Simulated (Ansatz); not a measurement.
`N[SiH2]S[SiH](N)F` + `N[SiH2]S[SiH](N)O` → `N[SiH2]S[SiH2]N` + `N[Si@H](F)S[Si@@H](N)O`  (redistribution)

Calculated with Ansatz (gas phase, PBE0-D4/def2-TZVP geometries, no zero-point term in ΔE). CCSD(T)/CBS adds triple-zeta CCSD(T) − MP2 to the extrapolated MP2 energy (def2 sets, frozen cores). Functionals use def2-TZVPP. B3LYP here is the variant with VWN-RPA as its local correlation; programs differ in this. Each species was taken in one conformer, which may not be the lowest.

```json
{"level": "PBE0-D4", "ΔE (kcal/mol)": "1.0", "difference from CCSD(T)/CBS": "0.2"}
{"level": "B2PLYP", "ΔE (kcal/mol)": "0.7", "difference from CCSD(T)/CBS": "-0.1"}
{"level": "r2SCAN", "ΔE (kcal/mol)": "1.0", "difference from CCSD(T)/CBS": "0.2"}
{"level": "B3LYP", "ΔE (kcal/mol)": "0.6", "difference from CCSD(T)/CBS": "-0.2"}
{"level": "MP2/def2-TZVPP", "ΔE (kcal/mol)": "1.0", "difference from CCSD(T)/CBS": "0.2"}
{"level": "SCS-MP2/def2-TZVPP", "ΔE (kcal/mol)": "0.9", "difference from CCSD(T)/CBS": "0.1"}
{"level": "CCSD/def2-TZVPP", "ΔE (kcal/mol)": "0.9", "difference from CCSD(T)/CBS": "0.1"}
{"level": "HF/def2-QZVPP", "ΔE (kcal/mol)": "0.6", "difference from CCSD(T)/CBS": "-0.2"}
{"level": "SCS-MP2/def2-QZVPP", "ΔE (kcal/mol)": "0.8", "difference from CCSD(T)/CBS": "0.0"}
{"level": "MP2/CBS(def2)", "ΔE (kcal/mol)": "0.9", "difference from CCSD(T)/CBS": "0.1"}
{"level": "CCSD(T)/CBS", "ΔE (kcal/mol)": "0.8", "difference from CCSD(T)/CBS": "0"}
```

Largest T1 diagnostic among the species: 0.012.
